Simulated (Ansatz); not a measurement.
The multiplicity is imposed and other spin states were not computed.

These are frozen-core CCSD(T)/def2-TZVPP // TPSS-D3(BJ)/def2-SVP run with Ansatz (a first-principles code) values and carry that method's errors.

Ansatz 0.2 input:
```yaml
crystal:
  periodic: [false, false, false]
  atoms:
    - { symbol: Cu, position_ang: [0.08121, 0.013165, -0.008723] }
    - { symbol: C, position_ang: [-0.208083, 0.791192, -1.913843] }
    - { symbol: C, position_ang: [-1.418601, 0.382448, -1.39912] }
    - { symbol: H, position_ang: [0.120095, 1.836162, -1.840974] }
    - { symbol: H, position_ang: [0.381333, 0.140604, -2.572864] }
    - { symbol: H, position_ang: [-1.833129, -0.607209, -1.63091] }
    - { symbol: H, position_ang: [-2.094308, 1.08837, -0.899015] }
    - { symbol: H, position_ang: [0.780716, -0.434954, 1.279599] }
basis:
  gaussian: { orbitals: def2-TZVPP }
correlation:
  method: ccsd_t
```

Output:

```
Functional definition: HF
1213 factors; integrals over basis functions are off by at most 8.3e-4 eV
mean field evaluation 1: about -46731.6629 eV, gradient 6.3e1 eV
mean field evaluation 2: about -46731.8071 eV, gradient 6.3e1 eV
mean field evaluation 4: about -46736.6424 eV, gradient 4.7e0 eV
mean field evaluation 8: about -46736.7388 eV, gradient 6.6e-1 eV
mean field evaluation 16: about -46731.6628 eV, gradient 6.3e1 eV
mean field -46736.74004101 eV, -1717.5435172067 hartree, gradient 2.1e-6 eV, S^2 0.000000; 0 other end points of the search recorded, 0 dependent functions left out
7 core orbitals not correlated
reference -46736.74004101 eV, -1717.5435172067 hartree; 16, 16 occupied and 173, 173 virtual orbitals, 1213 factors
second order -34.25448028 eV of doubles, -0.00000000 eV of singles
cycle   1  -28.78520566 eV  change     5.5e0 eV  update   3.0e-1
cycle   2  -30.92445494 eV  change    -2.1e0 eV  update   2.8e-1
cycle   3  -31.45172084 eV  change   -5.3e-1 eV  update   6.2e-2
cycle   4  -31.48236484 eV  change   -3.1e-2 eV  update   3.5e-2
cycle   5  -31.41186304 eV  change    7.1e-2 eV  update   1.7e-2
cycle   6  -31.41244491 eV  change   -5.8e-4 eV  update   7.4e-3
cycle   7  -31.42053038 eV  change   -8.1e-3 eV  update   4.5e-3
cycle   8  -31.41597758 eV  change    4.6e-3 eV  update   2.3e-3
cycle   9  -31.41482901 eV  change    1.1e-3 eV  update   1.0e-3
cycle  10  -31.41677247 eV  change   -1.9e-3 eV  update   6.0e-4
cycle  11  -31.41769881 eV  change   -9.3e-4 eV  update   2.2e-4
cycle  12  -31.41735585 eV  change    3.4e-4 eV  update   1.6e-4
cycle  13  -31.41709521 eV  change    2.6e-4 eV  update   7.6e-5
cycle  14  -31.41723075 eV  change   -1.4e-4 eV  update   2.5e-5
cycle  15  -31.41716013 eV  change    7.1e-5 eV  update   1.5e-5
cycle  16  -31.41712573 eV  change    3.4e-5 eV  update   5.0e-6
perturbative correction -1.24476466 eV, -0.0457442577 hartree
Total energy: -46769.40193140 eV, -1718.7438195398 hartree
```

Cost: around 3 core-minutes (rough).
